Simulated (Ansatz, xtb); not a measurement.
## A geometry optimisation of ClGaGeH4 with r2SCAN-D4/def2-SVP

The starting geometry of this gas-phase singlet has its atoms placed at random.

```yaml
atoms:
  - { symbol: Cl, position_ang: [0.8099, -0.6887, 1.8481] }
  - { symbol: Ga, position_ang: [-0.3594, -0.6308, -0.6947] }
  - { symbol: Ge, position_ang: [0.3578, 1.5533, 1.2264] }
  - { symbol: H, position_ang: [-0.6923, 0.9689, -0.6074] }
  - { symbol: H, position_ang: [-1.6566, 0.8862, 0.7794] }
  - { symbol: H, position_ang: [0.3706, 0.7007, -1.1791] }
  - { symbol: H, position_ang: [0.9890, -0.7711, 0.1488] }
```

Problem. Guess where an optimisation with r2SCAN-D4/def2-SVP ends from this start.

Solution. It falls apart into ClGaGeH2 + H2. Distances that change by over a tenth: Cl1–H7 (1.71 → 2.80 Å), Ga2–H7 (1.60 → 2.12 Å). Contacts that open: Ga2–H4 (1.64 → 3.65 Å), Ga2–H6 (1.59 → 3.31 Å). Contacts that close: Cl1–Ga2 (2.80 → 2.54 Å), Ge3–H5 (2.17 → 1.65 Å), Ge3–H7 (2.64 → 1.65 Å), H4–H6 (1.24 → 0.76 Å).

The energy falls by 6.59 eV over 50 steps:

| step | E − E(last) (eV) |
| --- | --- |
| 1 | 6.588 |
| 6 | 2.201 |
| 12 | 1.621 |
| 17 | 1.518 |
| 23 | 0.253 |
| 28 | 0.124 |
| 34 | 0.066 |
| 39 | 0.025 |
| 45 | 0.001 |
| 50 | 0.000 |

Final geometry (Å):

```json
{"atom": "Cl", "x (Å)": "-0.6001", "y (Å)": "-0.7494", "z (Å)": "1.4669"}
{"atom": "Ga", "x (Å)": "1.0083", "y (Å)": "-0.7449", "z (Å)": "-0.4929"}
{"atom": "Ge", "x (Å)": "0.9054", "y (Å)": "1.0945", "z (Å)": "1.6635"}
{"atom": "H", "x (Å)": "-2.1874", "y (Å)": "0.6973", "z (Å)": "-1.5076"}
{"atom": "H", "x (Å)": "0.7008", "y (Å)": "1.2753", "z (Å)": "0.0347"}
{"atom": "H", "x (Å)": "-2.0795", "y (Å)": "0.4092", "z (Å)": "-0.8129"}
{"atom": "H", "x (Å)": "2.0714", "y (Å)": "0.0364", "z (Å)": "1.1697"}
```

From the same start GFN2-xTB reaches the same bonding as this run.

From so rough a start the end depends on the optimiser's path, so another program may land elsewhere. The end wasn't checked by frequencies. Run with Ansatz 0.2.0, 66 s on 2 threads of Intel(R) Xeon(R) 6975P-C (Granite Rapids), with other jobs on the host.
